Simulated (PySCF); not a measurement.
Species: (GeH3)2PPF2, F2Ge2H6P2.
Cartesian coordinates in Å at the PBE0-D3(BJ)/def2-SVP level; atoms count from 1:
```xyz
12
F2Ge2H6P2 angstrom
F      2.7246   -1.3787    1.2494
P      1.1104   -1.3695    1.2579
F      0.8596   -2.8742    0.7151
P      0.7971   -0.3462   -0.7000
Ge    -1.4962   -0.7851   -0.6477
Ge     0.6817    1.7910    0.2321
H     -2.2219    0.4201   -1.2673
H     -1.9760   -0.9941    0.8036
H     -1.7560   -2.0553   -1.4680
H      0.0814    1.7574    1.6519
H     -0.2024    2.6435   -0.6916
H      2.1049    2.3671    0.2859
```

Level: CAM-B3LYP/def2-SVPD in PySCF, non-relativistic, on one gas-phase PBE0-D3(BJ)/def2-SVP geometry that isn't relaxed in the solvent. The solvent is an IEF-PCM continuum (cavity from Bondi-type radii × 1.2). Specific hydrogen bonds and non-electrostatic terms are outside this model. Spin–orbit coupling is left out although an atom past zinc is present.

Gas phase at CAM-B3LYP/def2-SVPD: HOMO -8.48 eV, LUMO -0.06 eV, dipole 2.59 D.

Q: What does the continuum do to the energy, the frontier levels and the dipole at CAM-B3LYP/def2-SVPD in chloroform and water?

A: 
```tsv
solvent	ε	E(solvent) − E(gas) (kcal/mol)	polarisation term (kcal/mol)	distortion of the solute (kcal/mol)	HOMO (eV)	LUMO (eV)	dipole (D)
chloroform	4.711	-1.91	-2.15	0.24	-8.38	0.08	3.24
water	78.36	-2.73	-3.25	0.52	-8.36	0.12	3.56
```

Polarisation term: ½ Σ q·V over the induced surface charges. Distortion: the rise of the solute's own energy as its density leaves the gas-phase optimum. From chloroform to water the lowering changes by a factor 1.43, Onsager's factor (ε − 1)/(2ε + 1) by 1.38 and ε itself by 16.6.

Q: Which radius a makes the point-dipole formula ΔE = −[(ε − 1)/(2ε + 1)]·μ²/a³ give the value in water, with the gas-phase dipole?

A: μ = 1.019 au and |ΔE| = 0.00435 Eh give a = 2.59 Å; the farthest nucleus lies 3.19 Å from the centroid of the nuclei, so such a sphere wouldn't even hold the nuclei. The formula assumes a rigid point dipole at the centre of a sphere.

Q: Give the dipole vector in the frame of the coordinates (D, pointing from negative to positive charge), gas and water.

A: Gas (-1.75, 1.88, -0.30), solvent (-2.41, 2.60, -0.29). Its length changes by +37 % and its direction by 2°.

Q: How does the static polarisability (CAM-B3LYP/def2-SVPD, frozen core, with the continuum's full static response) change?

A: 
| medium | isotropic (au) | principal values (au) | ⟨r²⟩ of the electrons (bohr²) |
| --- | --- | --- | --- |
| gas | 119.0 | 99.1, 127.9, 130.0 | 2051.1 |
| chloroform | 155.2 | 132.6, 165.5, 167.5 | 2051.3 |
| water | 176.2 | 155.5, 184.0, 189.1 | 2051.5 |

The isotropic value in water is 1.48 times the gas-phase one; no cavity-field correction is applied. ⟨r²⟩ is taken about the centre of nuclear charge.
